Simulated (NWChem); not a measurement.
HS₂ anion

```xyz
3

S      0.0136    -1.1120     0.0000
S      0.0653     1.0290     0.0000
H     -1.2632     1.3278     0.0000
```
Atoms are numbered in this order, from 1.

Computed with NWChem. Sets without diffuse functions describe the anion's extra electron poorly. All runs use the structure optimised with B3LYP/def2-SVPD. The highest occupied level is positive in some or all of these runs, so the extra electron may be held by the finite basis. Level M06-L/def2-SVP: energy and gradient on several grids; changes count from the extra-fine grid, which is no exact limit either.

| grid | size of the energy change (μHa) | largest change of a gradient component (μHa/bohr) |
|---|---|---|
| xcoarse | 3000 | 2000 |
| coarse | 60 | 600 |
| medium | 30 | 200 |
| fine | < 10 | 200 |
| xfine | < 10 | < 30 |
